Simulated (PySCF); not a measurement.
How methods differ on the excitation energy of B

B [He] 2s2 2p1 (2P) → B [He] 2s1 2p1 3s1 (4P), as a difference of total energies. All numbers are calculated (PySCF 2.14, scalar relativity by spin-free X2C-1e, in aug-cc-pVQZ-DK (6s5p4d3f2g, 80 functions)). Correlated levels: valence: 1s2 frozen. The calculations carry no spin-orbit coupling.

```tsv
method	excitation energy (cm⁻¹)
UHF	64835
MP2 (valence)	73851
SCS-MP2 (valence)	76176
CCSD (valence)	77163
CCSD(T) (valence)	77463
```

The upper state lies above the first ionisation limit, but in LS coupling its spin forbids autoionisation to the ground ion. A Rydberg-like electron needs more diffuse functions than a valence basis has.

The promoted electron is Rydberg-like, and one or two diffuse shells describe it only roughly, which tends to raise the upper state.
